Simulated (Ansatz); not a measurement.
`FC[O][SnH3]` and `FCO[SiH2][SiH3]` differ in one atom or group.

Ansatz, PBE0-D4/def2-TZVP geometries, multiplicity 1. Each molecule was computed in one conformer, which needn't be the lowest.

Elements past krypton have def2 core potentials.

```json
{"property": "size of the dipole moment (ωB97M-V/def2-TZVPP) / D", "`FC[O][SnH3]`": "1.67"}
{"property": "LUMO energy (ωB97M-V/def2-TZVPP) / eV", "`FC[O][SnH3]`": "0.97"}
{"property": "LUMO energy (PBE/def2-TZVPP) / eV", "`FC[O][SnH3]`": "-1.29"}
{"property": "LUMO energy (PBE0/def2-TZVPP) / eV", "`FC[O][SnH3]`": "-0.50"}
{"property": "HOMO–LUMO gap (B3LYP/def2-TZVPP) / eV", "`FC[O][SnH3]`": "7.04"}
{"property": "HOMO–LUMO gap (PBE/def2-TZVPP) / eV", "`FC[O][SnH3]`": "5.17"}
```

(1) Give the same properties after the change, and the shifts. (Estimate.)

Answers

(1) Computed: 
| property | `FCO[SiH2][SiH3]` | shift |
| --- | --- | --- |
| size of the dipole moment (ωB97M-V/def2-TZVPP) / D | 1.24 | -0.43 |
| LUMO energy (ωB97M-V/def2-TZVPP) / eV | 1.39 | 0.42 |
| LUMO energy (PBE/def2-TZVPP) / eV | -1.27 | 0.02 |
| LUMO energy (PBE0/def2-TZVPP) / eV | -0.41 | 0.09 |
| HOMO–LUMO gap (B3LYP/def2-TZVPP) / eV | 7.33 | 0.29 |
| HOMO–LUMO gap (PBE/def2-TZVPP) / eV | 5.55 | 0.38 |

With PBE0 the HOMO falls by 0.08 eV and the LUMO rises by 0.09 eV, so the gap widens by about 0.17 eV. PBE moves the HOMO by -0.36 eV and ωB97M-V by 0.20 eV. Dipoles are sizes alone; their direction can turn.

B3LYP here is the variant with VWN-RPA as its local correlation; programs differ in this.
